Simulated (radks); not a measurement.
Problem. The mean radii <r> (bohr) of the occupied orbitals of an atom or ion are listed with their occupations. Method: Dirac Kohn-Sham, LDA (Slater exchange, Perdew-Wang correlation), spin-unpolarised, spherical densities, finite nucleus; Fermi nuclear charge, rms radius of each element as measured or else 0.836 A^(1/3) + 0.57 fm; computed with a radial shooting solver on a logarithmic mesh with Libxc functionals.

| orbital | occ. | <r> |
|---|---|---|
| 1s1/2 | 2 | 0.01607 |
| 2s1/2 | 2 | 0.06696 |
| 2p1/2 | 2 | 0.05489 |
| 2p3/2 | 4 | 0.06381 |
| 3s1/2 | 2 | 0.1741 |
| 3p1/2 | 2 | 0.1645 |
| 3p3/2 | 4 | 0.1808 |
| 3d3/2 | 4 | 0.1570 |
| 3d5/2 | 6 | 0.1619 |
| 4s1/2 | 2 | 0.3844 |
| 4p1/2 | 2 | 0.3854 |
| 4p3/2 | 4 | 0.4202 |
| 4d3/2 | 4 | 0.4248 |
| 4d5/2 | 6 | 0.4359 |
| 5s1/2 | 2 | 0.8534 |
| 4f5/2 | 6 | 0.4508 |
| 4f7/2 | 8 | 0.4571 |
| 5p1/2 | 2 | 0.9110 |
| 5p3/2 | 4 | 1.003 |
| 5d3/2 | 4 | 1.254 |
| 5d5/2 | 6 | 1.296 |
| 6s1/2 | 1 | 2.087 |

Name the element and its charge. Open shells, if any, are shared by 2j + 1.

Solution. Z = 82, lead, charge +3: Pb3+ in [Xe] 4f14 5d10 6s1. The 1s radius gives Z: for a bare nucleus <r> = (2 gamma + 1)/(2Z) with gamma = sqrt(1 - (Z/c)^2), 0.01587 bohr for Z = 82, and screening makes it slightly larger (0.01607 here). The occupations add up to 79, and the charge is Z minus that.
